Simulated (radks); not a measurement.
The nuclear charge of neutral lithium is varied continuously with 3 electrons held in [He] 2s1. All-electron calculation, scalar-relativistic Kohn-Sham, LDA (Slater exchange, Perdew-Wang correlation), spin-unpolarised, spherical densities, point nucleus; without spin polarisation the odd electron is poorly described. Program: a radial shooting solver on a logarithmic mesh with Libxc functionals. By the Hellmann-Feynman theorem dE/dZ = E(electron-nucleus)/Z, the electronic potential at the nucleus. The scalar-relativistic energy here is not variational (the density holds large components alone), so the two differ by a part that grows with Z.

[
 {"Z": "2.75", "E (hartree)": "-5.99645", "E(electron-nucleus)/Z (hartree)": "-5.07331", "HOMO": "2s", "e(HOMO) (eV)": "-1.306", "<r> HOMO (bohr)": "4.872"},
 {"Z": "3", "E (hartree)": "-7.33540", "E(electron-nucleus)/Z (hartree)": "-5.63795", "HOMO": "2s", "e(HOMO) (eV)": "-2.874", "<r> HOMO (bohr)": "3.933"},
 {"Z": "3.25", "E (hartree)": "-8.81535", "E(electron-nucleus)/Z (hartree)": "-6.20143", "HOMO": "2s", "e(HOMO) (eV)": "-4.903", "<r> HOMO (bohr)": "3.322"},
 {"Z": "3.5", "E (hartree)": "-10.43610", "E(electron-nucleus)/Z (hartree)": "-6.76439", "HOMO": "2s", "e(HOMO) (eV)": "-7.378", "<r> HOMO (bohr)": "2.886"},
 {"Z": "3.75", "E (hartree)": "-12.19756", "E(electron-nucleus)/Z (hartree)": "-7.32713", "HOMO": "2s", "e(HOMO) (eV)": "-10.292", "<r> HOMO (bohr)": "2.557"},
 {"Z": "4", "E (hartree)": "-14.09970", "E(electron-nucleus)/Z (hartree)": "-7.88980", "HOMO": "2s", "e(HOMO) (eV)": "-13.641", "<r> HOMO (bohr)": "2.299"}
]

The central difference of E at Z = 3 is -5.638 hartree, to compare with the third column; the second derivative is -2.26 hartree.
